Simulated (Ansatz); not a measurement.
Ideal-gas functions of ClHOZn (`[OH][Zn][Cl]`) at 800 K and 1 bar, from an Ansatz frequency run at PBE0-D4/def2-TZVP.

Molar mass 117.85 g/mol, point group Cs (symmetry number 1), electronic degeneracy 1, moments of inertia 0.708, 192.627, 193.335 u Å². Harmonic wavenumbers (cm⁻¹, unscaled): 135, 141, 412, 700, 777, 3909.

Use S(trans) = R[1.5 ln M + 2.5 ln T − 1.1517]; rotational temperatures θ = 24.2544 K / I; S(rot) = R[ln(√π/σ · √(T³/θAθBθC)) + 1.5]; for each mode x = 1.438777 ν̃/T, S = R[x/(eˣ − 1) − ln(1 − e⁻ˣ)] and H = RT x/(eˣ − 1); 1 cm⁻¹ = 0.0119627 kJ/mol; R = 8.31446 J/(mol·K).

Problem. By hand: the entropy, in J/(mol·K).

Solution. Translation 188.9. Rotation: θ = 34.2576, 0.1259, 0.1255 K, giving 103.2. Vibration, mode by mode: 20.10, 19.74, 10.99, 6.93, 6.18, 0.06, in all 64.0. Electronic 0.0. Sum 356.1 J/(mol·K).

Problem. By hand: H − E and G − E in kJ/mol, counted from the electronic energy.

Solution. Zero-point energy ½ × 6074 × 0.0119627 = 36.3; thermal vibration 22.6; translation, rotation and pV give 4 RT = 26.6. H − E = 85.5 kJ/mol, and G − E = 85.5 − 800 × 356.1/1000 = -199.4 kJ/mol.

Vibration gives 18 % of the entropy, 39.8 J/(mol·K) of it from the modes under 150 cm⁻¹: soft modes count most, and the harmonic formula is weakest for them. The sum counts one conformer and one mirror image; others add a mixing term.
